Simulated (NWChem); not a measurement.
System: C2H5NOSi; SMILES [SiH3]/N=C/C=O

```xyz
10

O      0.2492     2.9319     0.3173
C     -0.3194     1.9335    -0.0691
C      0.2244     0.5517     0.1639
N     -0.4198    -0.4558    -0.2666
Si     0.0870    -2.1333    -0.0723
H     -1.2806     1.9560    -0.6223
H      1.1803     0.5224     0.7136
H     -0.9888    -2.8378     0.6669
H      1.3785    -2.2657     0.6652
H      0.2212    -2.7152    -1.4302
```
Atoms are numbered in this order, from 1.

Geometry: optimised at B3LYP/6-31G* (spherical d).

Give the principal values of the shielding tensors (ppm) of O1, C2, C3, N4, Si5 from PBE0/pcSseg-1, GIAO (NWChem), with their diamagnetic and paramagnetic parts as GIAO splits them.


```json
[
 {"atom": "O1", "σ11": "-1109.3", "σ22": "-509.9", "σ33": "363.7", "isotropic": "-418.5", "diamagnetic": "401.8", "paramagnetic": "-820.3"},
 {"atom": "C2", "σ11": "-113.2", "σ22": "-9.5", "σ33": "73.7", "isotropic": "-16.3", "diamagnetic": "249.3", "paramagnetic": "-265.6"},
 {"atom": "C3", "σ11": "-99.2", "σ22": "13.0", "σ33": "93.5", "isotropic": "2.4", "diamagnetic": "255.0", "paramagnetic": "-252.6"},
 {"atom": "N4", "σ11": "-633.6", "σ22": "-177.7", "σ33": "283.2", "isotropic": "-176.1", "diamagnetic": "329.1", "paramagnetic": "-505.1"},
 {"atom": "Si5", "σ11": "335.6", "σ22": "381.5", "σ33": "460.3", "isotropic": "392.5", "diamagnetic": "880.6", "paramagnetic": "-488.1"}
]
```
